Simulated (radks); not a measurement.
Results of a calculation; reference values are marked as such.
Isoelectronic series with 29 electrons, each ion in its NIST ground configuration. Level of theory: scalar-relativistic Kohn-Sham, PBE, spin-polarised, spherical densities, finite nucleus; open shells are filled with parallel spins first (spin-orbit coupling, left out, can overturn this in heavy ions); Fermi nuclear charge, rms radius of each element as measured or else 0.836 A^(1/3) + 0.57 fm (a radial shooting solver on a logarithmic mesh with Libxc functionals). Total energies (hartree) and mean radii <r> (bohr) (* marks an orbital that is empty in some or all of the ions):

ion    configuration  E (hartree)  4s down*  3d down   4s up   3d up   3p up
Cu     [Ar] 3d10 4s1  -1654.85043     2.936    1.033   2.906   1.062  0.7498
Ga2+   [Ar] 3d10 4s1  -1942.95414     2.064   0.7939   2.070  0.8021  0.6796
As4+   [Ar] 3d10 4s1  -2256.93266     1.666   0.6648   1.673  0.6686  0.6163
Br6+   [Ar] 3d10 4s1  -2596.76125     1.418   0.5779   1.424  0.5801  0.5618
Rb8+   [Ar] 3d10 4s1  -2962.53722     1.241   0.5136   1.246  0.5151  0.5153
Nb12+  [Ar] 3d10 4s1  -3772.58029     1.002   0.4230   1.006  0.4237  0.4411
Tc14+  [Ar] 3d10 4s1  -4217.25301    0.9158   0.3893  0.9188  0.3899  0.4112
Rh16+  [Ar] 3d10 4s1  -4688.67334    0.8437   0.3609  0.8462  0.3614  0.3850
Ag18+  [Ar] 3d10 4s1  -5187.10613    0.7824   0.3365  0.7846  0.3369  0.3619
